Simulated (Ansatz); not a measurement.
Single points on the cluster TiO4H4.

```yaml
crystal:
  periodic: [false, false, false]
  atoms:
    - {symbol: Ti, position_ang: [-0.062532, 0.307048, -0.068815]}
    - {symbol: O, position_ang: [-1.102369, -1.397741, -0.968896]}
    - {symbol: O, position_ang: [-0.087352, 1.605776, 1.122331]}
    - {symbol: O, position_ang: [-1.417572, -0.906563, 0.375938]}
    - {symbol: O, position_ang: [1.505970, -0.578425, -0.139983]}
    - {symbol: H, position_ang: [-0.516002, -2.167619, -0.773760]}
    - {symbol: H, position_ang: [-0.279074, 1.168344, -1.536248]}
    - {symbol: H, position_ang: [2.354932, -0.334484, 0.268830]}
    - {symbol: H, position_ang: [-0.396000, 2.303673, 1.720603]}
basis:
  gaussian: {orbitals: def2-TZVP, initial_orbitals: start.molden}
hamiltonian: {xc: hse06, dispersion: d4}
scf: {omitted_lower_state_checks: [starts]}
output: {orbitals: {seedname: orbitals}}
```

The file start.molden holds the orbitals of an earlier run on this structure, at another level or in another basis.

```sh
$ ansatz run in.yaml --threads 2 --pin off --events-out ev --progress --plain --max-ram 4352MiB
```

Shortened log:

```
Functional definition: HSE06
1246 factors; their error is unknown
96 factors; integrals over basis functions are off by at most 4.0e-7 eV
mean field evaluation 1: about -31358.4765 eV, gradient 5.5e-1 eV
mean field evaluation 2: about -31358.4768 eV, gradient 3.1e-4 eV
mean field evaluation 4: about -31358.6123 eV, gradient 1.1e-4 eV
mean field -31358.61226348 eV, -1152.4077450520 hartree, gradient 1.4e-5 eV, S^2 0.000000; 0 other end points of the search recorded, 0 dependent functions left out
reference -31358.61231453 eV, -1152.4077469282 hartree; 29, 29 occupied and 164, 164 virtual orbitals, 1246 factors
Total energy: -31358.75003233 eV, -1152.4128079640 hartree
Checks for a lower state left out: starts
```

It took 5.5 s on 2 threads of Arm Neoverse V1 on a shared host.

The first input with `hamiltonian: {xc: {name: B97M-V}}` (abridged; 13 s):

```
Functional definition: B97M-V
mean field -31365.47451742 eV, -1152.6599282329 hartree, gradient 1.5e-5 eV, S^2 0.000000
Total energy: -31365.47459572 eV, -1152.6599311105 hartree
Checks for a lower state left out: starts
```

The first input with `hamiltonian: {xc: {name: LC-wPBE, parameters: {omega: 0.3/bohr}}}` (abridged; 4.3 s):

```
Functional definition: LC-wPBE
mean field -31363.15469827 eV, -1152.5746764518 hartree, gradient 2.2e-5 eV, S^2 0.000000
Total energy: -31363.15469829 eV, -1152.5746764523 hartree
Checks for a lower state left out: starts
```

As the first input, with `hamiltonian: {xc: {name: B2PLYP}}` and without the key `output` (abridged; 8.5 s):

```
Functional definition: B2PLYP
mean field -31350.98945551 eV, -1152.1276120261 hartree, gradient 3.7e-6 eV, S^2 0.000000
9 core orbitals not correlated: weight in the atoms' cores, before any rotation towards them, 1.000 or more for the frozen orbitals, at most 0.000 for the correlated occupied ones
second order -46.33906956 eV of doubles, -0.00000000 eV of singles
Total energy: -31363.50117076 eV, -1152.5874090808 hartree
Checks for a lower state left out: starts
```

The first input with `gaussian: {orbitals: def2-TZVPD, initial_orbitals: start.molden}`, `hamiltonian: {xc: pbe0, dispersion: d4}` (abridged; 8.5 s):

```
Functional definition: PBE0
mean field -31359.30301807 eV, -1152.4331298150 hartree, gradient 1.4e-5 eV, S^2 0.000000
Total energy: -31359.45083312 eV, -1152.4385619181 hartree
Checks for a lower state left out: starts
```

First input, but with `gaussian: {orbitals: 6-31G, initial_orbitals: start.molden}`, `hamiltonian: {xc: hf}` (abridged; 0.7 s):

```
Functional definition: HF
mean field -31293.78561903 eV, -1150.0254098095 hartree, gradient 2.5e-5 eV, S^2 0.000000
Total energy: -31293.78561903 eV, -1150.0254098095 hartree
Checks for a lower state left out: starts
```

The first input with `correlation: {method: ccsd_t}` and without the key `hamiltonian` (abridged; 3.4 min):

```
Functional definition: HF
mean field -31302.22546569 eV, -1150.3355684535 hartree, gradient 5.1e-6 eV, S^2 0.000000
9 core orbitals not correlated: weight in the atoms' cores, before any rotation towards them, 1.000 or more for the frozen orbitals, at most 0.000 for the correlated occupied ones
second order -36.99172478 eV of doubles, -0.00000000 eV of singles
cycle   1  -35.47178442 eV  change     1.5e0 eV  update   2.4e-1
cycle   2  -36.70545907 eV  change    -1.2e0 eV  update   1.4e-1
cycle   3  -37.06988742 eV  change   -3.6e-1 eV  update   5.2e-2
cycle   4  -37.08272090 eV  change   -1.3e-2 eV  update   2.0e-2
cycle   5  -37.05648260 eV  change    2.6e-2 eV  update   6.7e-3
cycle   6  -37.05758750 eV  change   -1.1e-3 eV  update   2.8e-3
cycle   7  -37.05864826 eV  change   -1.1e-3 eV  update   1.5e-3
cycle   8  -37.05776118 eV  change    8.9e-4 eV  update   6.2e-4
cycle   9  -37.05797808 eV  change   -2.2e-4 eV  update   3.2e-4
cycle  10  -37.05845458 eV  change   -4.8e-4 eV  update   1.4e-4
cycle  11  -37.05813488 eV  change    3.2e-4 eV  update   8.1e-5
cycle  12  -37.05806360 eV  change    7.1e-5 eV  update   4.1e-5
cycle  13  -37.05813294 eV  change   -6.9e-5 eV  update   2.0e-5
cycle  14  -37.05810305 eV  change    3.0e-5 eV  update   9.8e-6
perturbative correction -1.75895682 eV, -0.0646404710 hartree
Total energy: -31341.04252556 eV, -1151.7620690928 hartree
Checks for a lower state left out: starts
```

Geometry: PBE-D4/def2-SVP.

The 6-31G sets use Cartesian d functions. HSE06 is defined as in plane-wave codes, on full-range PBE exchange. Correlated methods freeze 9 core orbitals; core or outer-core shells of Ti are correlated, in sets that lack core-valence functions. The structure holds one bond between oxygen atoms, so isomers without such links may lie far lower. The structure comes from a short search, and lower isomers may exist.
